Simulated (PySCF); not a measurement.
CH2Cl3Si, SMILES Cl[Si](Cl)(Cl)[CH2], multiplicity 2. Atoms are numbered in the order given.

```xyz
7

C      2.1104    -0.0570     0.0000
Si     0.2864    -0.0108     0.0000
Cl    -0.4452    -0.9442     1.6718
Cl    -0.4452    -0.9442    -1.6718
Cl    -0.4062     1.9228     0.0000
H      2.6855    -0.0464     0.9312
H      2.6855    -0.0464    -0.9312
```
Charge 0, spin multiplicity 2.

Geometry: PBE0-D3(BJ)/def2-SVP. The isomer is the one that the SMILES or the coordinates give; other isomers of the formula were not compared.

Two levels are set side by side: PBE/pcH-1 (PySCF) and PBE0/pcH-1 (PySCF). Contact hyperfine couplings, same geometry. Differences are taken from unrounded values.

| quantity | PBE0 |
|---|---|
| A(iso) of 13C, atom C1 (MHz) | 84.0 |
| A(iso) of 29Si, atom Si2 (MHz) | 62.6 |
| A(iso) of 35Cl, atom Cl3 (MHz) | 1.7 |
| A(iso) of 35Cl, atom Cl4 (MHz) | 1.7 |
| A(iso) of 35Cl, atom Cl5 (MHz) | 8.3 |
| A(iso) of 1H, atom H6 (MHz) | -66.4 |
| A(iso) of 1H, atom H7 (MHz) | -66.4 |

Question: What does PBE give, and how far is it from PBE0? (An estimate is asked for; the answer gives what the named calculation found.)

Answer: 
```json
[
 {"quantity": "A(iso) of 13C, atom C1 (MHz)", "PBE": "72.6", "PBE minus PBE0": "-11.4"},
 {"quantity": "A(iso) of 29Si, atom Si2 (MHz)", "PBE": "53.8", "PBE minus PBE0": "-8.8"},
 {"quantity": "A(iso) of 35Cl, atom Cl3 (MHz)", "PBE": "1.5", "PBE minus PBE0": "-0.2"},
 {"quantity": "A(iso) of 35Cl, atom Cl4 (MHz)", "PBE": "1.5", "PBE minus PBE0": "-0.2"},
 {"quantity": "A(iso) of 35Cl, atom Cl5 (MHz)", "PBE": "7.5", "PBE minus PBE0": "-0.7"},
 {"quantity": "A(iso) of 1H, atom H6 (MHz)", "PBE": "-58.2", "PBE minus PBE0": "8.2"},
 {"quantity": "A(iso) of 1H, atom H7 (MHz)", "PBE": "-58.2", "PBE minus PBE0": "8.2"}
]
```

Rough cost on one machine, each run with all the roots and properties that it gave: PBE0 against PBE within a factor of 2.
